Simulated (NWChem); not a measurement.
# Correlation energy of Pb

```xyz
1

Pb     0.0000     0.0000     0.0000
```
Charge 0, spin multiplicity 3.

Program: NWChem.

Basis set: def2-TZVP. Each correlation energy counts from its own Hartree-Fock reference.

Effective core potentials replace the inner electrons of Pb; spin-orbit coupling is left out. The correlated methods keep 4 core orbitals frozen. The stability of the SCF solutions was not checked. Open-shell Hartree-Fock references start from PBE0 orbitals. Coupled-cluster values serve here as a point of comparison, not as the truth.

Q: One of these methods gave a correlation energy of -351.5 mHa. Which?
(A) CCSD on UHF
(B) CCSD[T] on UHF
(C) UMP2
(D) SCS-UMP2

A: C, UMP2. The others give -309.7 (SCS-UMP2), -328.4 (CCSD on UHF), -334.4 (CCSD[T] on UHF).
